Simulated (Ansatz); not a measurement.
The same hydrogenolysis along the group C, Si, Ge.

Program: Ansatz. Geometries: PBE0-D4/def2-TZVP. ΔE: electronic, gas phase. CBS: MP2 limit from def2 TZ/QZ plus the TZ coupled-cluster correction, frozen cores. This one scheme is used for every species. Functionals use def2-TZVPP. For Ge outer-core shells are correlated without core-valence functions, which leaves a few kJ/mol of doubt a bond. Scalar relativity is left out up to krypton.

| reaction | RPA@PBE/def2-TZVPP (kcal/mol) | ωB97M-V (kcal/mol) | CCSD(T)/CBS(def2) (kcal/mol) |
| --- | --- | --- | --- |
| `CCF` + H₂ → `CF` + CH₄ | -12.5 | -12.4 | -12.4 |
| `F[SiH2][SiH3]` + H₂ → `F[SiH3]` + SiH₄ | -8.5 | -7.5 | -6.5 |
| `[F][GeH2][GeH3]` + H₂ → `[F][GeH3]` + GeH₄ | 0.4 | 1.4 | 2.2 |

Largest T1 diagnostic: 0.012, for `F[SiH2][SiH3]`.
